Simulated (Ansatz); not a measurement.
Ideal-gas functions of `[O][Si](F)(F)Cl` radical at 500 K and 1 bar, from an Ansatz frequency run at PBE0-D4/def2-TZVP.

Molar mass 117.53 g/mol, point group Cs (symmetry number 1), electronic degeneracy 2, moments of inertia 120.921, 202.245, 203.288 u Å². Harmonic wavenumbers (cm⁻¹, unscaled): 171, 188, 312, 318, 345, 582, 830, 997, 998.

Use S(trans) = R[1.5 ln M + 2.5 ln T − 1.1517]; rotational temperatures θ = 24.2544 K / I; S(rot) = R[ln(√π/σ · √(T³/θAθBθC)) + 1.5]; for each mode x = 1.438777 ν̃/T, S = R[x/(eˣ − 1) − ln(1 − e⁻ˣ)] and H = RT x/(eˣ − 1); 1 cm⁻¹ = 0.0119627 kJ/mol; R = 8.31446 J/(mol·K).

Task: By hand: the entropy, in J/(mol·K).

Result: Translation 179.1. Rotation: θ = 0.2006, 0.1199, 0.1193 K, giving 119.1. Vibration, mode by mode: 14.29, 13.52, 9.48, 9.34, 8.71, 4.94, 2.81, 1.92, 1.92, in all 66.9. Electronic 5.8. Sum 370.9 J/(mol·K).

Task: By hand: H − E and G − E in kJ/mol, counted from the electronic energy.

Result: Zero-point energy ½ × 4741 × 0.0119627 = 28.4; thermal vibration 17.9; translation, rotation and pV give 4 RT = 16.6. H − E = 62.9 kJ/mol, and G − E = 62.9 − 500 × 370.9/1000 = -122.5 kJ/mol.

Vibration gives 18 % of the entropy.
